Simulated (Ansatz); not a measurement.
The cluster Ge₃O₂⁺. The state is a doublet with charge 1. Geometry B3LYP-D4/def2-SVP, that of the neutral singlet; atoms count from 1.

```xyz
5

Ge   -0.5439    0.7264   -1.2892
Ge    1.5393    0.1941    0.0558
Ge   -0.4373   -0.8500    1.2536
O    -0.4286    0.9673    0.6177
O    -0.1295   -1.0377   -0.6379
```

The structure comes from a short search, and lower isomers may exist.

(1) Estimate the Mulliken populations from the PBE0/def2-TZVP orbitals of Ansatz.

(2) Where does the spin sit?

(3) And the Mayer bond orders between heavy atoms (over 0.3)?

Results:

(1) 
```
atom  charge (e)  spin (α − β)
 Ge1        0.70          0.23
 Ge2        0.60          0.58
 Ge3        0.70          0.23
  O4       -0.50         -0.02
  O5       -0.50         -0.02
```
Mulliken values depend strongly on the basis.

(2) Summed by element: Ge 1.04, O -0.04, of 1 unpaired in all. Largest on single atoms: Ge2 0.58, Ge1 0.23, Ge3 0.23.

(3) Ge1–Ge2 0.34 (2.54 Å); Ge1–O4 0.72 (1.93 Å); Ge1–O5 0.72 (1.93 Å); Ge2–Ge3 0.34 (2.54 Å); Ge2–O4 0.52 (2.19 Å); Ge2–O5 0.52 (2.19 Å); Ge3–O4 0.72 (1.93 Å); Ge3–O5 0.72 (1.93 Å).
